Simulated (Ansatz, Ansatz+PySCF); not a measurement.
```
atom   x (Å)   y (Å)   z (Å)
   H  0.0000  0.0000  0.0000
   H  0.0000  0.0000  0.9300
   H  0.0000  0.0000  1.8600
```

Basis set: cc-pVDZ (spherical functions). All electrons are correlated. Correlation on ROHF uses semicanonical orbitals with singles. Charge 0, multiplicity 2.

Computed with Ansatz (development build ahead of 0.2.0); each method stands on the lowest determinant of its kind that the runs found. Restricted functionals stand beside restricted open-shell atoms, which can lie above the unrestricted atoms usual in DFT and then raise those values.

The atomization energy at this shape (free ground-state atoms in the same class of orbitals less the molecule, no zero-point energy) of doublet H3:

```
                        method  atomization energy
         r²SCAN (unrestricted)     103.58 kcal/mol
r²SCAN (restricted open-shell)     101.36 kcal/mol
           PBE0 (unrestricted)      97.51 kcal/mol
            PBE (unrestricted)      99.64 kcal/mol
  PBE0 (restricted open-shell)      95.44 kcal/mol
   PBE (restricted open-shell)      98.38 kcal/mol
          ωB97X (unrestricted)      94.00 kcal/mol
 ωB97X (restricted open-shell)      92.18 kcal/mol
                   UHF-CCSD(T)      93.23 kcal/mol
                      ROHF-MP2      85.35 kcal/mol
                          ROHF      58.03 kcal/mol
```

Question: What does UHF give?

Answer: 64.76 kcal/mol. Caution for UHF-CCSD(T), ROHF-MP2: bonds are stretched, where a single reference can fail.
